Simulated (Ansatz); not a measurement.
Input file for Ansatz (a quantum-chemistry and plane-wave program): R-CCSD(T)/def2-SVP on H6W (SMILES [WH6]). Elements past Kr take the def2 small-core potentials; no spin–orbit coupling.

Ansatz 0.2 input:
```yaml
crystal:
  periodic: [false, false, false]
  atoms:
    - {symbol: W, position_ang: [-0.00000000, 0.00000000, -0.00000000]}
    - {symbol: H, position_ang: [1.80742116, 0.00000000, 0.00000000]}
    - {symbol: H, position_ang: [-1.80742116, 0.00000000, 0.00000000]}
    - {symbol: H, position_ang: [0.00000000, 1.80742115, -0.00000000]}
    - {symbol: H, position_ang: [-0.00000000, -1.80742115, -0.00000000]}
    - {symbol: H, position_ang: [0.00000000, -0.00000000, 1.80742116]}
    - {symbol: H, position_ang: [0.00000000, -0.00000000, -1.80742116]}
basis:
  gaussian:
    orbitals: def2-SVP
magnetization: {spin_polarized: false}
correlation: {method: ccsd_t, electrons: outside_noble_gas}
scf: {lower_state_search: off}
```

What total energy does the run end on?

-69.7406 hartree (reference determinant -69.5029, T1 diagnostic 0.011).
